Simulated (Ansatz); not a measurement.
Reaction (atomization): `C1N[SiH2][Te]1` → C• + 5 H• + N• + Si• + Te•

Calculated with Ansatz (gas phase, PBE0-D4/def2-TZVP geometries, no zero-point term in ΔE). CBS: MP2 limit from def2 TZ/QZ plus the TZ coupled-cluster correction, frozen cores. This one scheme is used for every species, atoms too. Functionals use def2-TZVPP. Open shells (•) are unrestricted, without spin–orbit coupling. Spin–orbit coupling would lower the free atoms: a little for C, Si; strongly for Te. Elements past krypton have def2 core potentials. Bonds to Te are less sure, by a few kJ/mol each and by 10 to 20 or more in all where they break to atoms, as the def2 sets lack core-valence functions.

| level | ΔE (kJ/mol) |
| --- | --- |
| PBE0-D4 | 2970.8 |
| r2SCAN | 2950.0 |
| SCS-MP2/def2-TZVPP | 2912.3 |
| SCS-MP2/def2-QZVPP | 2985.6 |

**Question.** What does CCSD(T)/CBS give? (Estimate.)

**Answer.** The calculation gave: +2983.4 kJ/mol. The listed levels differ from it by -12.6, -33.4, -71.1, 2.2 kJ/mol.

Largest T1 diagnostic among the species: 0.012.

The D4 term adds +39.9 kJ/mol with B3LYP and +20.5 kJ/mol with PBE0; it sums over pairs of atoms, weighted by their polarisabilities, and B3LYP, whose exchange is more repulsive, gets the larger term. From PBE to PBE0 (25 % exact exchange), in def2-TZVPP and without D4, ΔE moves by −50.5 kJ/mol: exact exchange takes away binding that semilocal exchange gives to molecules.

B3LYP here is the variant with VWN-RPA as its local correlation; programs differ in this.

For atomizations the MP2-based limit and the directly extrapolated one differ by several kJ/mol either way, and by 10 to 25 for some Ge, Se and Sn compounds, so smaller differences from it don't rank the levels.
